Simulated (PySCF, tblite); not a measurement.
Calculations on `[N+]1#CC[C](=C)[Al@@H-]1[CH3]`, in the order of a workflow; each names the level of the geometry that it ran on. Settings lines and outputs come from a driver script.

Species: C5H8AlN.
Numbering: `[CH2:1]=[C:2]1[CH2:3][C:4]#[N+:5][Al@H-:6]1[CH3:7]` (hydrogens: H8, H9 on C1; H10, H11 on C3; H12 on Al6; H13, H14, H15 on C7)

Step 1: GFN2-xTB geometry optimisation, gas phase (tblite 0.8.0) (from a force-field or distance-geometry start)
```json
{"job": {"kind": "relax", "xc": "GFN2-xTB", "basis": "xTB"}, "charge": 0, "multiplicity": 1}
```
```
step      E/eV     max force
  0    -507.78422    4.282
  1    -507.72786    7.277
  2    -508.08804    1.909
...
 73    -508.34906    0.018
 74    -508.34911    0.019
 75    -508.34918    0.025
 76    -508.34924    0.021
 77    -508.34927    0.010
```

Energy lowered by 13.0 kcal/mol over 77 steps; largest atomic force 0.010 eV/Å at the end. «max force» is the largest atomic force in eV/Å.

Time: 0.79 s. Hardware: an Arm Neoverse N1 with one thread (shared host).

Step 2: GFN2-xTB harmonic vibrations, gas phase (tblite 0.8.0) (on the GFN2-xTB geometry)
```json
{"job": {"kind": "ir", "xc": "GFN2-xTB", "basis": "xTB"}, "charge": 0, "multiplicity": 1}
```
```
(table of modes left out)
```

39 modes from -58 to 3101 cm⁻¹ (unscaled, harmonic, a negative number standing for an imaginary wavenumber); zero-point energy 66.7 kcal/mol from the real modes; the lowest is imaginary at this level.

Hardware: an Arm Neoverse N1 with one thread, no GPU, shared host with 64 logical CPUs at a one-minute load of 60. Cost: 0.79 s wall.

Step 3: TDDFT wB97X-D/def2-SVPD, vertical, gas phase, core orbitals frozen in the response (PySCF 2.14.0, density-fitted response routines) (on the GFN2-xTB geometry)
```json
{"job": {"kind": "uv", "xc": "wB97X-D", "basis": "def2-SVPD", "nstates": 8, "ntriplets": 3}, "charge": 0, "multiplicity": 1}
```
```
...
Static polarisability (au): isotropic 88.369, principal 72.383 87.195 105.528
Singlet excitations
state   eV       nm        f      main configurations
  1   5.6123    220.9   0.00192   H-1->L+1 0.79
  2   5.7264    216.5   0.00811   H-1->L 0.52, H->L 0.33, H-1->L+1 0.10
  3   5.8151    213.2   0.00768   H->L 0.59, H-1->L 0.34
  4   6.1473    201.7   0.09366   H->L+1 0.94
  5   6.4673    191.7   0.00136   H-2->L 0.91
  6   6.7914    182.6   0.02009   H-1->L+3 0.35, H-2->L+1 0.26, H-1->L+2 0.14
  7   6.8187    181.8   0.03460   H-2->L+1 0.62, H-1->L+4 0.15, H-1->L+3 0.11
  8   7.0031    177.0   0.14322   H->L+2 0.38, H->L+3 0.31, H->L+4 0.10
Triplet excitations (Tamm-Dancoff, eV): 4.1914 5.0951 5.5128
```

HOMO -9.19 eV, LUMO 0.77 eV; lowest singlet 5.61 eV; lowest triplet 4.19 eV (Tamm–Dancoff); mean polarisability 88.4 au.

Time: 70 s of wall time; peak memory 0.88 GiB. Hardware: one thread of an Arm Neoverse N1, shared host with 64 logical CPUs at a one-minute load of 61.

Geometry of the electronic-property runs (GFN2-xTB):
```
atom  x, y, z in Å
C1    -1.305   -1.553    0.006
C2    -1.035   -0.511   -0.776
C3     0.227   -0.613   -1.678
C4     0.029    0.626   -2.336
N5    -0.444    1.641   -2.630
Al6   -1.916    1.331   -1.144
C7    -3.593    1.392   -2.205
H8    -0.697   -2.450    0.050
H9    -2.167   -1.539    0.652
H10    1.154   -0.637   -1.103
H11    0.198   -1.464   -2.361
H12   -1.434    2.391   -0.130
H13   -3.522    0.855   -3.158
H14   -4.432    0.943   -1.664
H15   -3.901    2.414   -2.448
```

 GFN2-xTB frequencies show an imaginary mode (58i cm⁻¹), so this geometry is no minimum at that level. (This holds for the electronic-property runs.)

wB97X-D is run here without its empirical dispersion term; that term would change no orbital, density or response property at a fixed geometry.
